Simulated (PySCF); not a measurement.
Ti(Br)(OH)3 (BrH3O3Ti), SMILES [OH][Ti]([OH])([OH])[Br], multiplicity 1. Heavy atoms are numbered as in [Ti:1]([Br:2])([OH:3])([OH:5])[OH:7]. Hydrogens are named by the atom that carries them.

Geometry optimised at B3LYP-D3(BJ)/def2-SVP. The spin state was assumed, not searched. The structure was generated by enumeration; whether it is a known compound was not checked. One conformer was computed; it need not be the lowest.

The numbers are results of PySCF with r2SCAN/def2-TZVP, not measurements.

ESP charges are fitted to the potential on shells at 1.4 to 2.0 van der Waals radii. Atomic charges (e), one atom of each kind:

| atom | IAO | Löwdin | ESP fit | Mulliken |
|---|---|---|---|---|
| Ti1 | ? | 0.04 | 1.00 | 1.39 |
| Br2 | ? | 0.08 | -0.29 | -0.40 |
| O3 (OH) | ? | -0.22 | -0.70 | -0.67 |
| H on O3 | ? | 0.18 | 0.46 | 0.34 |

Q: Complete the blanks. (Estimate from the structure and the level; the computed values follow.)

A: 
- Ti1, IAO: 1.36
- Br2, IAO: -0.43
- O3 (OH), IAO: -0.69
- H on O3, IAO: 0.38
